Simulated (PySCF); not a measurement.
## Correlation energy of In⁻ (indium, charge -1)

Starting occupation: [Kr] 4d10 5s2 5p2, 5p1/2 with m_j = -1/2, +1/2. Computed with PySCF 2.14 in x2c-SVPall-2c with one added diffuse shell each of s, p type (7s9p4d, 54 functions), with X2C-1e with screened-nucleus spin-orbit coupling, Gaussian nucleus. Frozen: [Ar] 3d10; 22 electrons correlated; the 6 highest virtual spinors left out.

MP2 pair energies summed by pair of shells (mhartree):

```tsv
pair	energy	share (%)
4d-4p	-18.48	18.9
4d-4d	-16.98	17.4
5p-5s	-16.66	17.1
5s-5s	-12.80	13.1
4p-4p	-10.70	11.0
4d-5s	-8.69	8.9
4d-5p	-4.88	5.0
5p-5p	-2.68	2.7
4d-4s	-1.99	2.0
4p-5s	-1.33	1.4
4p-4s	-1.22	1.3
4p-5p	-0.50	0.5
4s-4s	-0.49	0.5
4s-5s	-0.16	0.2
4s-5p	-0.03	0.0
```

Total MP2 correlation energy: -97.59 mhartree.

The GHF reference relaxed away from the jj start to a determinant that is no pure jj level (⟨S²⟩ = 2.00, ⟨J²⟩ = 1.64); the energies belong to that determinant.

This basis was not built for core-valence correlation, so the inner-shell part is incomplete.
